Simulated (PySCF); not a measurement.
## Removing an electron from `CC[SiH2]C#[C][GeH3]`

Species: C4H10GeSi.
SMILES with atom numbers: `[CH3:1][CH2:2][SiH2:3][C:4]#[C:5][GeH3:6]` (hydrogens: H7, H8, H9 on C1; H10, H11 on C2; H12, H13 on Si3; H14, H15, H16 on Ge6)

Geometry (PBE0-D3(BJ)/def2-SVP, Å), atoms numbered from 1 in this order:
```xyz
16
C4H10GeSi angstrom
C     -2.3966    0.6723    0.4402
C     -2.2670   -0.8443    0.5460
Si    -0.7486   -1.4161    1.5010
C      0.7709   -0.7862    0.6744
C      1.7552   -0.3458    0.0945
Ge     3.2939    0.3350   -0.7909
H     -3.2868    0.9641   -0.1386
H     -2.4813    1.1417    1.4332
H     -1.5185    1.1146   -0.0561
H     -2.2192   -1.3036   -0.4563
H     -3.1517   -1.2835    1.0399
H     -0.6807   -2.9077    1.5550
H     -0.7711   -0.8846    2.8983
H      4.3284    0.7526    0.2640
H      3.8724   -0.7631   -1.6950
H      2.8823    1.5500   -1.6355
```

Level: CAM-B3LYP/def2-SVPD (PySCF). Frontier orbitals with their largest atomic shares (Löwdin; up to four atoms above 4 %):

```
orbital  ε (eV)                             main atoms
 HOMO−3  -10.99  Si3 24 %, H13 16 %, C2 13 %, H12 12 %
 HOMO−2  -10.26    C2 24 %, Si3 17 %, C1 13 %, C4 11 %
 HOMO−1   -9.22     C5 36 %, C4 36 %, Si3 7 %, Ge6 6 %
   HOMO   -9.15                                      ?
   LUMO    0.64   C5 21 %, C4 21 %, Si3 15 %, Ge6 13 %
 LUMO+1    0.77   C5 25 %, C4 25 %, Ge6 18 %, Si3 13 %
 LUMO+2    0.83   Ge6 52 %, H14 10 %, C5 10 %, H16 7 %
```

What vertical ionisation energy does ΔSCF give, and how far is −ε(HOMO) from it?

ΔSCF: 9.82 eV (947 kJ/mol; threshold wavelength 126 nm); ⟨S²⟩ of the doublet left behind is 0.758, against 0.75 for a pure doublet. −ε(HOMO) is 9.15 eV, 0.67 eV below it. For the exact functional −ε(HOMO) would equal the first vertical ionisation energy; CAM-B3LYP (range-separated hybrid) falls short of its own ΔSCF value by 7 %.

On which atoms does the HOMO lie?

C5 (alkyne carbon) 32 %, C4 (alkyne carbon) 31 %, C2 (sp3 carbon bound to silicon) 10 %, Si3 (SiH2 silicon) 8 %, so no atom holds as much as 40 %. The HOMO−1 lies 0.07 eV lower.

With α = 107.8 au, estimate the like-pair dispersion coefficient by London's formula C6 = (3/4)α²I.

I = 0.3608 Eh, so C6 ≈ 3140 au, a rough estimate.

What total energies stand behind the ΔSCF value?

E(N) = -2524.45031 Eh and E(N − 1) = -2524.08955 Eh at the same geometry, 0.36076 Eh apart.

Isolated species at its PBE0-D3(BJ)/def2-SVP geometry (one conformer only). The calculation is non-relativistic, for germanium too.
